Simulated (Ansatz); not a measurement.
Start from `BC([SiH3])OC` and change one atom or group to get `B[CH]([SiH3])[GeH3]`.

Ansatz, PBE0-D4/def2-TZVP geometries, multiplicity 1. Each molecule was computed in one conformer, which needn't be the lowest.

Scalar relativity is left out up to krypton.

```tsv
property	`BC([SiH3])OC`
size of the dipole moment (ωB97M-V/def2-TZVPP) / D	1.95
LUMO energy (ωB97M-V/def2-TZVPP) / eV	0.87
size of the dipole moment (B3LYP/def2-TZVPP) / D	1.96
LUMO energy (PBE/def2-TZVPP) / eV	-1.96
HOMO energy (PBE/def2-TZVPP) / eV	-5.82
size of the dipole moment (PBE/def2-TZVPP) / D	2.01
```

Question: What does the change do to each property? (Estimate.)

Answer: Ansatz gave: 
| property | `B[CH]([SiH3])[GeH3]` | shift |
| --- | --- | --- |
| size of the dipole moment (ωB97M-V/def2-TZVPP) / D | 0.96 | -0.99 |
| LUMO energy (ωB97M-V/def2-TZVPP) / eV | 0.56 | -0.31 |
| size of the dipole moment (B3LYP/def2-TZVPP) / D | 0.94 | -1.02 |
| LUMO energy (PBE/def2-TZVPP) / eV | -2.26 | -0.30 |
| HOMO energy (PBE/def2-TZVPP) / eV | -7.23 | -1.41 |
| size of the dipole moment (PBE/def2-TZVPP) / D | 1.05 | -0.96 |

With PBE0 the HOMO falls by 1.38 eV and the LUMO falls by 0.28 eV, so the gap widens by about 1.10 eV. PBE moves the HOMO by -1.41 eV and ωB97M-V by -1.35 eV. Dipoles are sizes alone; their direction can turn.

B3LYP here is the variant with VWN-RPA as its local correlation; programs differ in this.
